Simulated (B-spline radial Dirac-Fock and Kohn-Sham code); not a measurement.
**Pm⁺: scattering cross sections and density moments**

System: Pm⁺ in the configuration 1s2 2s2 2p6 3s2 3p6 3d10 4s2 4p6 4d10 4f5 5s2 5p6 6s1.

Input file task.json (cfg lists n, l and occupation; rrms is the nuclear radius in fm):

```json
{"items": [{
  "Z": 61,
  "q": 1,
  "cfg": [[1, 0, 2], [2, 0, 2], [2, 1, 6], [3, 0, 2], [3, 1, 6], [3, 2, 10], [4, 0, 2], [4, 1, 6], [4, 2, 10], [4, 3, 5], [5, 0, 2], [5, 1, 6], [6, 0, 1]],
  "A": 145,
  "rrms": 4.962,
  "do": ["scatter"],
  "s": [0.0, 0.09, 0.11, 0.14, 0.17, 0.21, 0.26, 0.32, 0.4, 0.49, 0.61, 0.75, 0.93, 1.15, 1.42, 1.75, 2.16, 2.67, 3.3, 4.07, 5.03, 6.21, 7.67],
  "pz": [0, 0.1, 0.2, 0.3, 0.4, 0.5, 0.6, 0.8, 1.0, 1.2, 1.4, 1.6, 1.8, 2.0, 2.5, 3.0, 4.0, 5.0, 7.0, 10.0, 15.0, 20.0, 30.0, 40.0, 60.0, 100.0],
  "hv_scatter": [2000, 5000, 8047.8, 20000, 30000, 100000, 500000, 1000000]
}]}
```

Command: `python xray_run.py task.json out`

Model: Dirac-Fock densities. Program: a radial finite-basis atomic code.

* Sum of ⟨r⟩: 39.35 bohr
* Sum of ⟨r²⟩: 61.11 bohr²
* Sum of ⟨1/r⟩: 401.87 per bohr
* Langevin diamagnetic susceptibility: -48.4 × 10⁻⁶ cm³/mol
* Lamb shielding (α²/3)Σ⟨1/r⟩: 7133 ppm

Coherent scattering is the Thomson cross section weighted by f₀², without anomalous dispersion; incoherent scattering is Klein-Nishina weighted by S. The Lamb formula is the non-relativistic shielding expression. Electron correlation is left out.

```
hν (keV)  coherent (b)  incoherent (b)  incoherent per electron (b)
       2          2072           2.770                       0.0462
       5          1417           7.681                        0.128
  8.0478         995.6           11.34                        0.189
      20         380.9           19.63                        0.327
      30         222.6           22.83                        0.380
     100         32.69           25.91                        0.432
     500         1.671           17.05                        0.284
    1000        0.4303           12.59                        0.210
```

Incoherent scattering overtakes coherent scattering between 100 and 500 keV.

Values without a named source are computed, but for edge energies of neutral atoms, which are taken from tables.
